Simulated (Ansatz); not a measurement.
Born–Oppenheimer molecular dynamics of F2H2HfO2 (7 atoms, charge 0, multiplicity 1). It starts from a relaxed structure.

Computed with RKS PBE0-D4/def2-SVP (Ansatz 0.2.0).

```json
{
  "ensemble": "NVE (velocity Verlet)",
  "time step": "0.25 fs",
  "steps asked": "100",
  "starting velocities drawn for": "300 K",
  "masses": "H 3.016 u",
  "seed": "729234"
}
```

First frame:

```xyz
7
Properties=species:S:1:pos:R:3
Hf -0.130 -0.051 0.081
O -0.255 0.142 1.982
H -0.358 0.177 2.931
F 1.721 -0.074 -0.431
F -0.982 1.450 -0.761
O -0.969 -1.666 -0.518
H -1.407 -2.487 -0.733
```

Q: What does the run give?

A: All steps were run.

```yaml
steps_done: 100
time_covered: 25 fs
mean_temperature_over_the_second_half: 208 K
spread_of_the_potential_energy_over_the_second_half: 1.6 meV per atom
mean_potential_energy_of_the_second_half_above_the_start: 8.5 meV per atom
```

The conserved energy stayed within 0.0025 meV per atom of its start (net change 0.0016 meV per atom), so the integration is sound. A run of 0.025 ps of so small a system gives no equilibrium averages.

Q: What happens to the structure?

A: The same pairs are bonded in the first frame and the last. Pairs count as bonded within 1.25 times the sum of covalent radii (0.12 Å more for H–H). The details hang on the random start.

Q: How do temperature and energy run in time?

A: 
| time (fs) | T (K) | potential energy less start (eV) | conserved less start (meV/atom) |
| --- | --- | --- | --- |
| 0 | 300 | 0.000 | 0.00 |
| 1.25 | 297 | 0.002 | 0.00 |
| 2.5 | 290 | 0.006 | 0.00 |
| 3.75 | 284 | 0.010 | 0.00 |
| 5 | 280 | 0.013 | 0.00 |
| 6.25 | 276 | 0.015 | 0.00 |
| 7.5 | 269 | 0.020 | 0.00 |
| 8.75 | 259 | 0.027 | 0.00 |
| 10 | 249 | 0.033 | 0.00 |
| 11.25 | 242 | 0.038 | 0.00 |
| 12.5 | 238 | 0.040 | 0.00 |
| 13.75 | 232 | 0.044 | 0.00 |
| 15 | 225 | 0.049 | 0.00 |
| 16.25 | 216 | 0.054 | 0.00 |
| 17.5 | 211 | 0.058 | 0.00 |
| 18.75 | 209 | 0.059 | 0.00 |
| 20 | 207 | 0.060 | 0.00 |
| 21.25 | 202 | 0.064 | 0.00 |
| 22.5 | 192 | 0.069 | 0.00 |
| 23.75 | 183 | 0.076 | 0.00 |
| 25 | 176 | 0.080 | 0.00 |

Run time: 4.3 min on 2 threads of Arm Neoverse V2 (shared host), peak memory 0.2 GiB.
